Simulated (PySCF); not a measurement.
Compound: C₅H₇NO₂.
Atom-mapped SMILES: `[NH:1]=[C:2]1[CH2:3][CH:4]([C:5](=[O:6])[OH:7])[CH2:8]1`

Structure used (GFN2-xTB), in Å, numbered top down from 1:
```xyz
15
C5H7NO2 angstrom
N      2.7825   -0.4345   -0.2605
C      1.5708   -0.2265   -0.0533
C      0.3548   -1.0413    0.3443
C     -0.4119    0.2932    0.5403
C     -1.6851    0.3765   -0.2539
O     -1.7603    0.6007   -1.4318
O     -2.7610    0.1380    0.5080
C      0.7896    1.0538   -0.0542
H      3.0870   -1.4026   -0.1808
H     -0.0312   -1.6483   -0.4743
H      0.4613   -1.6632    1.2313
H     -0.6211    0.5116    1.5864
H     -3.5714    0.1702   -0.0252
H      0.5887    1.4166   -1.0621
H      1.2028    1.8638    0.5412
```

NICS = −σ at a ghost point: NICS(0) at the centroid of the ring atoms, NICS(1) 1 Å to either side along the normal of their mean plane, zz for the tensor component along that normal. Level: GIAO PBE0/pcSseg-1 (PySCF, non-relativistic, gas phase) on the GFN2-xTB geometry, one conformer.

Ring bond lengths (Å), with Mayer bond orders in brackets: C2–C3 1.517 (0.96), C3–C4 1.551 (0.97), C4–C8 1.541 (0.98), C8–C2 1.500 (0.98).

Question: What do the NICS probes read (ppm)?

Answer: 
```json
{"ring": "C2–C3–C4–C8", "type": "4-membered carbocycle; formal bonds all single", "NICS(0)": "3.9", "NICS(1), two faces": "-1.4 / -0.9", "NICS(1)zz, two faces": "-0.5 / 2.6", "rms pucker (Å)": "0.05", "centre to ring atoms, mean (Å)": "1.08"}
```

Question: What do they say, and how far can they be read as aromaticity?

Answer: 
- C2–C3–C4–C8: mean NICS(1)zz 1.1 ppm, near zero. C3, C4, C8 have four or more neighbours, so the value isn't read as a sign of a π ring current. The two faces differ by 3.1 ppm, so no symmetry operation interchanges them. NICS(0) lies 5 ppm above the mean NICS(1).

Question: What are the shieldings of the ring atoms and their hydrogens in the same run (means over atoms taken as equivalent)?

Answer: 
| atoms | environment | σ isotropic (ppm) | principal values of the symmetric part, first atom (ppm) |
| --- | --- | --- | --- |
| C2 | imine carbon | 8.3 | -99.1, -1.7, 125.6 |
| C3 | four-membered-ring carbon | 140.9 | 113.2, 146.5, 163.0 |
| C4 | sp3 carbon next to a carbonyl | 158.7 | 138.2, 155.2, 182.8 |
| C8 | four-membered-ring carbon | 143.7 | 121.9, 150.3, 158.9 |
| H10 | methylene hydrogen | 28.89 | 25.7, 28.4, 32.6 |
| H11 | methylene hydrogen | 28.74 | 24.9, 27.8, 33.5 |
| H12 | methine hydrogen | 28.74 | 24.7, 28.4, 33.1 |
| H14 | methylene hydrogen | 27.96 | 24.6, 27.8, 31.5 |
| H15 | methylene hydrogen | 28.72 | 24.8, 27.1, 34.2 |

Hardware: an Intel Xeon at 2.50 GHz with one thread, no GPU, shared host with 64 logical CPUs at a one-minute load of 52. Cost: 90 s wall, 65 s CPU, 0.76 GiB resident at most. This is the whole shielding run at PBE0/pcSseg-1, SCF included.
